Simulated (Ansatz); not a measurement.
P2W2. Charge 0, multiplicity 1. Geometry PBE-D4/def2-SVP; atoms count from 1.

```xyz
4

W    -0.086   -0.850   -0.960
W     0.731   -0.236    1.030
P     1.073    1.342   -0.503
P    -1.719   -0.256    0.433
```

In the def2 sets W takes a core potential; there is no spin–orbit coupling. The restricted singlet is unstable: a solution with broken spin symmetry lies lower. At PBE0-D4/def2-TZVP a triplet of charge 0 lies 0.08 eV below the restricted singlet, each at its own geometry. The structure comes from a short search, and lower isomers may exist.

Question: Estimate the Mulliken populations from the PBE0/def2-TZVP orbitals of Ansatz.

Answer: 
| atom | charge (e) | d electrons |
| --- | --- | --- |
| W1 | 0.28 | 4.55 |
| W2 | 0.28 | 4.55 |
| P3 | -0.28 | – |
| P4 | -0.28 | – |
Mulliken values depend strongly on the basis.

Question: And the Mayer bond orders between heavy atoms (over 0.3)?

Answer: W1–W2 2.74 (2.24 Å); W1–P3 1.03 (2.52 Å); W1–P4 2.12 (2.23 Å); W2–P3 2.12 (2.23 Å); W2–P4 1.03 (2.52 Å).
